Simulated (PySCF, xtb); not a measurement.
CH₃Cl₂NSi₂, SMILES Cl[Si]1(Cl)N=C[SiH2]1.

Harmonic wavenumbers (cm⁻¹) from GFN2-xTB (xtb 6.7.1) at its own minimum, in rising order: 73, 100, 131, 159, 280, 310, 359, 448, 468, 519, 523, 578, 695, 733, 769, 819, 1217, 1594, 2253, 2256, 3005.

### Question
What does B3LYP-D3(BJ)/def2-SVP (PySCF 2.14.0) give at its own minimum? (Estimate from the structure and the level; the computed values follow.)

### Answer
89, 119, 161, 199, 284, 348, 462, 462, 545, 586, 613, 657, 750, 767, 897, 941, 1286, 1580, 2206, 2222, 3027. Paired by order, the mean absolute difference is 53 cm⁻¹ and the zero-point energies are 24.7 and 26.0 kcal/mol.
